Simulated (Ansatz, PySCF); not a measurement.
Gas-phase reaction in SMILES: C[Si](C)(P)P → C[Si](C)P + [PH2] (PH2) (the P-Si bond at the site shown breaks; other sites are not compared here)
Structures are relaxed separately at B3LYP-D3(BJ)/def2-TZVP in Ansatz (a first-principles code), one conformer each, not searched for the lowest.

Quantity: bond dissociation energy (0 K, with B3LYP-D3(BJ) harmonic zero-point energies from PySCF), in kcal/mol. Correlated levels leave the core frozen unless marked. UHF or UKS for open shells. Spin-orbit coupling is left out. Non-relativistic unless marked X2C. Basis-set limits of correlation are two-point, X^-3; Hartree-Fock from the larger set.

```json
[
 {"level": "PBE/def2-TZVPD", "program": "Ansatz", "bond dissociation energy (kcal/mol)": "68.0"},
 {"level": "revPBE/def2-TZVPD", "program": "Ansatz", "bond dissociation energy (kcal/mol)": "63.0"},
 {"level": "r2SCAN-D3(BJ)/def2-TZVPD", "program": "Ansatz + dftd3", "bond dissociation energy (kcal/mol)": "68.3"},
 {"level": "r2SCANh/def2-TZVPD", "program": "Ansatz", "bond dissociation energy (kcal/mol)": "67.0"}
]
```

Question: Estimate the value at CCSD(T)/CBS(cc-pV(T+d)Z,cc-pV(Q+d)Z) as computed with Ansatz.

Answer: 73.7 kcal/mol
